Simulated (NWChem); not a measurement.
System: CdNH2F; SMILES [NH2][Cd][F]

```xyz
5

Cd    -0.0022    -0.0207     0.0144
F      0.0052    -1.9498    -0.0183
N      0.0052     1.9764     0.0497
H     -0.8017     2.3582    -0.4439
H      0.8251     2.3493    -0.4296
```
Atoms are numbered in this order, from 1.

Program: NWChem. Structure relaxed at the PBE0/def2-SVP level. def2 effective core potentials on Cd; no spin-orbit coupling. LC-ωPBE (HJS hole) with def2-SVP; x = 1 − exp(−ω/0.25 bohr⁻¹) is a scale chosen for this fit.

| row | x | −ε(HOMO) (eV) |
|---|---|---|
| ω = 0.30 | 0.699 | 9.19 |
| ω = 0.40 | 0.798 | 9.83 |
| ω = 0.50 | 0.865 | 10.31 |
| ω = 0.60 | 0.909 | withheld |
| ω = 0.80 | 0.959 | 11.07 |

**Question.** Fit a straight line of the last column on the one before it, predict the withheld value, and compare with the run.

**Answer.** 
1. Means of the 4 shown rows: x = 0.8303, y = 10.100. Slope Σ(x − x̄)(y − ȳ)/Σ(x − x̄)² = 0.2603/0.03605 = 7.221; intercept 4.105.
2. The shown rows scatter about the line by 0.039 (root mean square); the largest residual is -0.04, at ω = 0.50.
3. At x = 0.909 (ω = 0.60; inside the shown range) the line gives 10.67.
4. The run gives 10.65, -0.02 from the line, 0.5 times the scatter.
